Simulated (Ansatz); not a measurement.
Ansatz (an electronic-structure program) input (CCSD(T)/def2-SVPD):

Ansatz 0.2 input:
```yaml
crystal:
  periodic: [false, false, false]
  atoms:
    - {symbol: Li, position_ang: [-0.00000000, -0.00000000, -3.55343741]}
    - {symbol: Cs, position_ang: [0.00000000, 0.00000000, 0.19382386]}
basis:
  gaussian:
    orbitals: def2-SVPD
magnetization: {spin_polarized: false}
correlation: {method: ccsd_t, electrons: outside_noble_gas}
output: {forces: true}
```

Output:

```
Functional definition: HF
integrals: 0.01 GiB planned
417 factors; integrals over basis functions are off by at most 1.9e-4 eV
mean field: 0.06 GiB planned
mean field evaluation 1: about -742.1884 eV, gradient 2.9e0 eV
mean field evaluation 2: about -742.1887 eV, gradient 2.9e0 eV
mean field evaluation 4: about -742.2700 eV, gradient 3.6e-1 eV
mean field evaluation 8: about -742.2721 eV, gradient 1.8e-4 eV
mean field evaluation 16: about -742.2721 eV, gradient 3.1e-6 eV
mean field evaluation 32: about -737.8562 eV, gradient 4.0e0 eV
mean field evaluation 64: about -738.9239 eV, gradient 5.2e-1 eV
mean field -742.27205211 eV, -27.2779947850 hartree, gradient 3.1e-6 eV, S^2 0.000000; 1 other end points of the search recorded, 0 dependent functions left out; unrestricted orbitals would lower it
determinant -742.27205211 eV, -27.2779947850 hartree, with singles and doubles -742.98305349 eV, -27.3041236036 hartree
determinant -738.93779594 eV, -27.1554631308 hartree, with singles and doubles -739.66423914 eV, -27.1821594259 hartree
5 core orbitals not correlated
reference -742.27205211 eV, -27.2779947850 hartree; 1, 1 occupied and 33, 33 virtual orbitals, 417 factors
densities: 0.06 GiB planned
second order -0.39990691 eV of doubles, -0.00000000 eV of singles
coupled cluster: 0.06 GiB planned
cycle   1  -0.68615200 eV  change    2.6e-3 eV  update   3.0e-2
cycle   2  -0.69132393 eV  change   -5.2e-3 eV  update   1.0e-2
cycle   3  -0.69502044 eV  change   -3.7e-3 eV  update   4.7e-3
cycle   4  -0.69802874 eV  change   -3.0e-3 eV  update   2.1e-3
cycle   5  -0.69877689 eV  change   -7.5e-4 eV  update   7.7e-4
cycle   6  -0.69888664 eV  change   -1.1e-4 eV  update   3.7e-4
cycle   7  -0.69889245 eV  change   -5.8e-6 eV  update   1.5e-4
cycle   8  -0.69890147 eV  change   -9.0e-6 eV  update   4.8e-5
cycle   9  -0.69890707 eV  change   -5.6e-6 eV  update   1.7e-5
cycle  10  -0.69890919 eV  change   -2.1e-6 eV  update   7.5e-6
cycle  11  -0.69890950 eV  change   -3.1e-7 eV  update   2.7e-6
cycle  12  -0.69890958 eV  change   -7.7e-8 eV  update   9.3e-7
perturbative correction -0.00000000 eV, -0.0000000000 hartree
the calculation of the forces begins
Total energy: -742.97096168 eV, -27.3036792381 hartree
Atom 0 at    -0.000000    -0.000000    -3.553437 Å, force     0.000000     0.000000    -0.113555 eV/Å
Atom 1 at     0.000000     0.000000     0.193824 Å, force    -0.000000    -0.000000     0.113555 eV/Å
Dipole moment:     0.000000    -0.000000     1.600654 e Å
```
